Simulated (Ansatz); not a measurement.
A CCSD(T) single point on `C=C[SiH](F)C=C`.

```yaml
crystal:
  periodic: [false, false, false]
  atoms:
    - {symbol: C, position_ang: [0.831417, 0.621715, -2.074856]}
    - {symbol: C, position_ang: [-0.131464, 0.682763, -1.158170]}
    - {symbol: Si, position_ang: [-0.695500, -0.819942, -0.238570]}
    - {symbol: F, position_ang: [-2.266891, -1.051681, -0.474232]}
    - {symbol: C, position_ang: [-0.423872, -0.650344, 1.585337]}
    - {symbol: C, position_ang: [0.339071, 0.302776, 2.114790]}
    - {symbol: H, position_ang: [1.183346, 1.499289, -2.610385]}
    - {symbol: H, position_ang: [1.312030, -0.318413, -2.332934]}
    - {symbol: H, position_ang: [-0.581123, 1.650784, -0.941979]}
    - {symbol: H, position_ang: [0.000245, -2.010972, -0.792011]}
    - {symbol: H, position_ang: [-0.889997, -1.370299, 2.257052]}
    - {symbol: H, position_ang: [0.833185, 1.047216, 1.496018]}
    - {symbol: H, position_ang: [0.509953, 0.382408, 3.184839]}
basis:
  gaussian: {orbitals: def2-SVP}
correlation: {method: ccsd_t}
```

```sh
$ ansatz run in.yaml --threads 4 --pin off --events-out ev --progress --plain --max-ram 10444MiB
```

Log, shortened:

```
Functional definition: HF
1235 factors; integrals over basis functions are off by at most 1.5e-3 eV
mean field evaluation 1: about -14790.3733 eV, gradient 3.6e1 eV
mean field evaluation 2: about -14790.3807 eV, gradient 3.6e1 eV
mean field evaluation 4: about -14793.7031 eV, gradient 3.9e0 eV
mean field evaluation 8: about -14793.7439 eV, gradient 7.2e-5 eV
mean field -14793.74385692 eV, -543.6600591820 hartree, gradient 1.5e-6 eV, S^2 0.000000; 0 other end points of the search recorded, 0 dependent functions left out
10 core orbitals not correlated: weight in the atoms' cores, before any rotation towards them, 1.000 or more for the frozen orbitals, at most 0.000 for the correlated occupied ones
reference -14793.74385692 eV, -543.6600591820 hartree; 17, 17 occupied and 96, 96 virtual orbitals, 1235 factors
second order -21.89448488 eV of doubles, -0.00000000 eV of singles
cycle   1  -22.74775584 eV  change   -8.5e-1 eV  update   1.1e-1
cycle   2  -23.35675038 eV  change   -6.1e-1 eV  update   3.5e-2
cycle   3  -23.50547930 eV  change   -1.5e-1 eV  update   1.7e-2
cycle   4  -23.50698376 eV  change   -1.5e-3 eV  update   4.9e-3
cycle   5  -23.50674312 eV  change    2.4e-4 eV  update   1.8e-3
cycle   6  -23.50721794 eV  change   -4.7e-4 eV  update   5.0e-4
cycle   7  -23.50723980 eV  change   -2.2e-5 eV  update   1.9e-4
cycle   8  -23.50723542 eV  change    4.4e-6 eV  update   5.4e-5
cycle   9  -23.50724209 eV  change   -6.7e-6 eV  update   2.4e-5
perturbative correction -0.73433434 eV, -0.0269862892 hartree
Total energy: -14817.98543335 eV, -544.5509206842 hartree
```

It took 9.5 s on 4 threads of an Arm Neoverse V2 on a shared host, with 0.75 GiB of host memory at the peak.

Correlation energy per correlated electron: -0.713 eV. T1 diagnostic: 0.0116.
